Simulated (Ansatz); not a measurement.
This geometry of CH₅AsOSi (9 atoms, charge 0, multiplicity 1) is a first-order saddle point.

These are results of RKS B3LYP-D4/def2-mTZVP in Ansatz, not measurements.

```xyz
9
Properties=species:S:1:pos:R:3
As -1.124 1.708 0.683
Si 0.476 -0.012 0.353
C 0.086 -1.513 -0.605
O 0.016 -1.541 0.880
H -1.180 2.020 -0.812
H -0.043 2.762 0.916
H 1.880 0.352 0.646
H 0.861 -2.163 -1.002
H -0.884 -1.659 -1.075
```

Q: Which two structures does it join? (They come from a converged band through this point; their orientation in space is the band's.)

A: No bond is made or broken. The dihedral H5–As1–Si2–H7 goes from 43 to 154°.

First end point:

```xyz
9
Properties=species:S:1:pos:R:3
As -1.171 1.743 0.168
Si 0.466 0.040 0.037
C -0.036 -1.689 -0.245
O 0.278 -1.220 1.132
H -0.583 2.461 -1.050
H -0.312 2.574 1.125
H 1.862 0.460 -0.223
H 0.664 -2.441 -0.599
H -1.079 -1.973 -0.362
```

Last end point:

```xyz
9
Properties=species:S:1:pos:R:3
As -0.918 1.783 0.971
Si 0.530 -0.028 0.498
C 0.212 -1.337 -0.730
O -0.130 -1.557 0.706
H -1.787 1.484 -0.249
H -0.035 2.757 0.188
H 1.890 0.176 1.049
H 0.992 -2.008 -1.079
H -0.665 -1.317 -1.371
```

Q: How far does it lie above each of them?

A: 0.6 kcal/mol above the first and 0.6 kcal/mol above the second. This is the barrier of this one path; another mechanism may lie lower.

Run time: 3.1 min on 2 threads of Arm Neoverse V1, on a shared host, peak memory 0.28 GiB.
